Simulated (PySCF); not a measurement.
Species: C3H10BN.
Z-matrix (Å and degrees, PBE0-D3(BJ)/def2-SVP geometry), rows numbered from 1:
```
C 
C   1  1.5290
B   2  1.5790  1  113.39
N   3  1.3934  2  122.24  1  -128.20
C   4  1.4404  3  127.45  2  -179.24
H   1  1.1018  2  112.26  3  -176.38
H   1  1.1020  2  111.52  3    63.33
H   1  1.1017  2  111.24  3   -55.91
H   2  1.1053  1  110.16  3  -125.77
H   2  1.1069  1  108.79  3   118.94
H   3  1.2170  2  120.58  1    51.99
H   4  1.0152  3  118.50  2     0.44
H   5  1.1038  4  112.07  3  -118.36
H   5  1.0983  4  109.29  3     1.16
H   5  1.1037  4  112.02  3   120.64
```

The calculation used PBE0-D3(BJ)/def2-SVP geometry optimisation, gas phase (PySCF 2.14.0).

Take the most abundant isotopes and a rigid rotor. The values belong to one conformer with, in the numbering `[CH3:1][CH2:2][BH:3][NH:4][CH3:5]`, C1–C2–B3–N4 -128°, C2–B3–N4–C5 -179°.

(1) Give the principal moments of inertia and the rotational constants in GHz.

(2) Classify the top.

(3) Is it planar, by Δ = Ic − Ia − Ib?

(4) Give the other two planar moments, Paa and Pbb, and the rms extents of the mass along the axes.

(5) Give the coordinates in the principal-axis frame, origin at the centre of mass.

(6) List the rotational levels J(Ka,Kc) to J = 4 (MHz).

(7) Predict some low-J microwave lines.

(8) Estimate the classical rotational partition function at 25 K, 50 K and 100 K.

Answers

(1) Ia = 28.11, Ib = 257.94, Ic = 265.00 u·Å²; 505379 MHz·u·Å²/I gives 17980, 1959 and 1907 MHz, that is A = 17.980, B = 1.9593, C = 1.9071 GHz.

(2) A near-prolate asymmetric top: κ = (2 × 1959 − 17980 − 1907)/(17980 − 1907) = -0.99.

(3) Not planar: Δ = Ic − Ia − Ib = -21.05 u·Å². For a rigid frame Δ = −2 Σ m c², so Σ m c² = 10.53 u·Å² lies off the ab plane: 6.94 from hydrogen and 3.59 from heavier atoms. The atom farthest from that plane is 1.24 Å away.

(4) Paa = Σ m a² = (Ib + Ic − Ia)/2 = 247.41 and Pbb = Σ m b² = (Ia + Ic − Ib)/2 = 17.58 u·Å². With the mass M = 71.09 u, the rms extents √(P/M) along a, b and c are 1.87, 0.50, 0.38 Å.

(5) The sense of each axis is arbitrary; atoms in the order of the calculation.
| atom | mass (u) | a (Å) | b (Å) | c (Å) |
| --- | --- | --- | --- | --- |
| C1 | 12.000 | -2.473 | 0.408 | -0.258 |
| C2 | 12.000 | -1.365 | -0.545 | 0.191 |
| B3 | 11.009 | 0.027 | 0.168 | 0.404 |
| N4 | 14.003 | 1.199 | -0.297 | -0.190 |
| C5 | 12.000 | 2.524 | 0.253 | -0.062 |
| H6 | 1.008 | -3.450 | -0.095 | -0.339 |
| H7 | 1.008 | -2.252 | 0.849 | -1.244 |
| H8 | 1.008 | -2.590 | 1.246 | 0.448 |
| H9 | 1.008 | -1.283 | -1.393 | -0.513 |
| H10 | 1.008 | -1.652 | -0.992 | 1.163 |
| H11 | 1.008 | 0.115 | 1.158 | 1.107 |
| H12 | 1.008 | 1.148 | -1.118 | -0.784 |
| H13 | 1.008 | 2.927 | 0.595 | -1.032 |
| H14 | 1.008 | 2.494 | 1.118 | 0.613 |
| H15 | 1.008 | 3.237 | -0.478 | 0.355 |

(6) Above 0(0,0):
J = 1: 1(0,1) 3866, 1(1,1) 19887, 1(1,0) 19939
J = 2: 2(0,2) 11599, 2(1,2) 27568, 2(1,1) 27724, 2(2,1) 75786, 2(2,0) 75786
J = 3: 3(0,3) 23198, 3(1,3) 39088, 3(1,2) 39402, 3(2,2) 87385, 3(2,1) 87385, 3(3,1) 167618, 3(3,0) 167618
J = 4: 4(0,4) 38662, 4(1,4) 54450, 4(1,3) 54971, 4(2,3) 102850, 4(2,2) 102852, 4(3,2) 183084, 4(3,1) 183084, 4(4,1) 295409, 4(4,0) 295409

(7) The dipole components are |μa| = 1.40 D, |μb| = 0.85 D, |μc| = 0.81 D. Intensities carry the squares of the components, which stand as 1.00 : 0.37 : 0.34 (a : b : c). Some of the stronger lines:

| type | branch | J(Ka,Kc) | MHz | lower level (cm⁻¹) |
| --- | --- | --- | --- | --- |
| a | Q | 5(1,4) ← 5(1,5) | 783 | 2.457 |
| a | R | 2(1,1) ← 1(1,0) | 7785 | 0.665 |
| a | R | 4(1,3) ← 3(1,2) | 15570 | 1.314 |
| c | Q | 5(1,5) ← 5(0,5) | 15659 | 1.934 |
| b | Q | 3(1,2) ← 3(0,3) | 16204 | 0.774 |
| a | R | 5(3,3) ← 4(3,2) | 19333 | 6.107 |
| c | R | 1(1,0) ← 0(0,0) | 19939 | 0.000 |
| b | R | 2(1,2) ← 1(0,1) | 23701 | 0.129 |
| b | Q | 3(2,1) ← 3(1,2) | 47984 | 1.314 |
| b | R | 2(2,1) ← 1(1,0) | 55846 | 0.665 |
| c | R | 4(2,2) ← 3(1,2) | 63451 | 1.314 |
| b | R | 4(2,2) ← 3(1,3) | 63764 | 1.304 |
| c | R | 5(2,3) ← 4(1,3) | 67215 | 1.834 |
| c | R | 5(2,4) ← 4(1,4) | 67733 | 1.816 |
| b | Q | 4(3,1) ← 4(2,2) | 80231 | 3.431 |
| b | Q | 5(3,3) ← 5(2,4) | 80234 | 4.076 |
| c | R | 4(3,1) ← 3(2,1) | 95698 | 2.915 |
| c | Q | 5(4,2) ← 5(3,2) | 112326 | 6.752 |
| c | R | 5(4,2) ← 4(3,2) | 131658 | 6.107 |
| b | Q | 5(5,0) ← 5(4,1) | 144419 | 10.499 |

(8) Point group C1, symmetry number σ = 1; q = (√π/σ)·√((kT/h)³/(ABC)), k/h = 20836.6 MHz/K: 2570 at 25 K, 7270 at 50 K, 20600 at 100 K.

Not checked by PBE0-D3(BJ)/def2-SVP frequencies. No vibrational averaging or centrifugal distortion is included, and the geometry carries the error of its method. A rigid rotor knows nothing of internal rotation, which can split or shift real lines. Quadrupole hyperfine structure (11B, 14N) is left out.
